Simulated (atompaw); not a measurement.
Scattering properties, PAW (atompaw) potential for ruthenium (Ru)

- Element: ruthenium (Ru)
- Generator: atompaw 4.2.0.5
- Type: PAW
- Functional: PBE
- Relativity: scalar-relativistic
- Frozen core: [Ar] 3d10 4s2
- Valence charge: 14
- Reference configuration: 4p6 4d7.5 5s0.5 5p0
- Partial waves: 5s (bound): rc 2.70 bohr; 5s channel at 2.5 Ry: rc 2.70 bohr; 4p (bound): rc 1.85 bohr; 5p (bound, empty): rc 2.70 bohr; 4d (bound): rc 2.70 bohr; 4d channel at 0.55 Ry: rc 2.70 bohr; 4f channel at 0.2 Ry: rc 2.40 bohr
- Local potential: bessel scheme, radius 1.80 bohr
- Core correction: smooth core density matched at 2.55 bohr
- Augmentation charge: sinc compensation charge, radius 2.30 bohr; PAW radius 2.70 bohr; waves and projectors: custom rrkj gramschmidtortho

The phase is arctan(r·u′/u) with u = r·R(r), unwrapped; energies in Ry, scanned from -5 to 5 Ry. A pole is an energy at which the radial function vanishes at the test radius. The pseudo phase is shifted by a multiple of π to meet the all-electron one at the reference energy, and phase errors are pseudo minus all-electron; the curves can meet again beyond the range given. Levels narrower than the energy grid can be missing from the lists of poles. n/a: not evaluated, since a narrow level or a reset projector energy made the automatic matching unsafe.

```
channel  radius (bohr)  reference energy (Ry)  poles, all-electron  poles, pseudo  unbroken range about the reference energy with phases within 0.05 rad  phase error 1 Ry above the reference energy (rad)
      s           2.70                  -0.28                 2.00           2.00                                                                    n/a                                                n/a
      p           2.70                  -0.05          -3.26, 3.17    -3.26, 3.04                                                        the whole range                                             -0.010
      d           2.70                  -0.30                 0.02     0.02, 4.84                                                              below 2.0                                             -0.000
      f           2.70                   0.20                 3.24           3.50                                                              below 1.7                                             +0.004
```

Phases in the d channel:

| E (Ry) | all-electron | pseudo |
| --- | --- | --- |
| -5.00 | 1.407 | 1.405 |
| -4.52 | 1.398 | 1.397 |
| -4.04 | 1.388 | 1.387 |
| -3.56 | 1.376 | 1.374 |
| -3.08 | 1.361 | 1.359 |
| -2.60 | 1.341 | 1.340 |
| -2.12 | 1.314 | 1.312 |
| -1.64 | 1.271 | 1.270 |
| -1.16 | 1.188 | 1.187 |
| -0.68 | 0.878 | 0.877 |
| -0.20 | -1.314 | -1.315 |
| 0.28 | -1.693 | -1.693 |
| 0.76 | -1.827 | -1.827 |
| 1.24 | -1.969 | -1.971 |
| 1.72 | -2.231 | -2.248 |
| 2.20 | -2.944 | -3.052 |
| 2.68 | -3.947 | -4.056 |
| 3.16 | -4.346 | -4.410 |
| 3.64 | -4.508 | -4.555 |
| 4.12 | -4.594 | -4.635 |
| 4.60 | -4.651 | -4.690 |
